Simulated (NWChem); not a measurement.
# CBr2F2; SMILES C(F)(F)(Br)Br

All runs: NWChem. Pople sets run with spherical d functions. All runs use the structure optimised with PBE0/def2-SVP. Total energies compare along this basis series because the functional is fixed.

| level | basis functions | energy (Ha) | highest occupied level (eV) | orbital gap (eV) | dipole (D) | relative time |
|---|---|---|---|---|---|---|
| B3LYP/STO-3G | 51 | -5326.3814 | -5.12 | 7.65 | 0.90 | 1 |
| B3LYP/3-21G | 71 | -5360.0486 | -7.86 | 6.35 | 0.39 | 2 |
| B3LYP/6-31G* | 106 | -5385.5072 | -8.18 | 6.31 | 0.17 | 9 |
| B3LYP/def2-SVP | 106 | -5385.3259 | -8.13 | 6.49 | 0.41 | 5 |
| B3LYP/def2-SVPD | 148 | -5385.3521 | -8.39 | 6.24 | 0.53 | 10 |
| B3LYP/def2-TZVP | 189 | -5386.2447 | -8.33 | 6.34 | 0.41 | 10 |
| B3LYP/aug-cc-pVTZ | 256 | -5386.3291 | -8.36 | 6.26 | 0.46 | 90 |

Times are rough ratios from one shared machine.
